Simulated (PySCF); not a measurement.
B(Me)(Et)(NH2) (C₃H₁₀BN), SMILES NB(C)CC.

The structure is a stationary point at r2SCAN-D4/def2-SVP. The values are those of a single conformer.

Level of theory: PySCF with TDDFT-PBE/def2-SVPD.

Vertical excitations. Isolated molecule, no solvent. State labels are in the subgroup Cs.

Problem. List the lowest excited states. (Estimate from the structure and the level; the computed values follow.)

Solution. 
| state | symmetry | energy (eV) | λ (nm) | f | main pairs |
|---|---|---|---|---|---|
| S1 | A' | 6.47 | 192 | 0.006 | HOMO−1→LUMO 100 % |
| S2 | A" | 6.48 | 191 | 0.016 | HOMO→LUMO 100 % |
| S3 | A" | 7.00 | 177 | 0.000 | HOMO−1→LUMO+1 99 % |
| S4 | A" | 7.37 | 168 | 0.002 | HOMO→LUMO+2 100 % |
| S5 | A' | 7.43 | 167 | 0.043 | HOMO−1→LUMO+2 98 % |
| S6 | A' | 7.48 | 166 | 0.009 | HOMO−2→LUMO 98 % |
| S7 | A" | 7.62 | 163 | 0.015 | HOMO→LUMO+3 89 % |
| S8 | A" | 7.64 | 162 | 0.000 | HOMO−3→LUMO 89 % |
| S9 | A' | 7.64 | 162 | 0.009 | HOMO−1→LUMO+3 100 % |
| S10 | A' | 7.84 | 158 | 0.186 | HOMO→LUMO+1 83 % |
| T1 | A' | 6.19 | 200 | 0 | HOMO→LUMO+1 98 % |
| T2 | A" | 6.29 | 197 | 0 | HOMO→LUMO 99 % |
| T3 | A' | 6.39 | 194 | 0 | HOMO−1→LUMO 100 % |
| T4 | A" | 6.53 | 190 | 0 | HOMO−1→LUMO+1 99 % |
Triplets are in the Tamm–Dancoff approximation, which puts them higher than full response would, so one can lie above its singlet here.
